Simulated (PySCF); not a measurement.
Si(H)2(Me)2 cation (C₂H₈Si), SMILES C[SiH2]C (connectivity only; charge and spin as stated), charge +1, multiplicity 2.

Coordinates come from a PBE-D3(BJ)/def2-SVP optimisation. The spin state was assumed, not searched. The isomer is the one that the SMILES or the coordinates give; other isomers of the formula were not compared.

Level of theory: TDA-ωB97X/def2-SVPD in PySCF 2.14.0.

Vertical excitations. Isolated molecule, no solvent.

| state | energy (eV) | λ (nm) | f | main pairs |
|---|---|---|---|---|
| root 1 | 2.52 | 493 | 0.072 | β HOMO→LUMO 95 % |
| root 2 | 3.00 | 414 | 0.000 | β HOMO−1→LUMO 98 % |
| root 3 | 4.41 | 281 | 0.000 | β HOMO−2→LUMO 99 % |
| root 4 | 4.81 | 258 | 0.000 | β HOMO−4→LUMO 98 % |
| root 5 | 4.90 | 253 | 0.115 | β HOMO−3→LUMO 94 % |
| root 6 | 5.21 | 238 | 0.000 | β HOMO−5→LUMO 98 % |
| root 7 | 7.62 | 163 | 0.070 | α HOMO−2→LUMO 5 %, β HOMO−6→LUMO 87 % |
| root 8 | 8.03 | 154 | 0.023 | α HOMO→LUMO 94 % |
| root 9 | 8.31 | 149 | 0.000 | α HOMO−1→LUMO 79 %, β HOMO−1→LUMO+1 14 % |
| root 10 | 8.51 | 146 | 0.001 | α HOMO−2→LUMO 14 %, β HOMO→LUMO+1 71 % |
Unrestricted roots are not spin-pure.
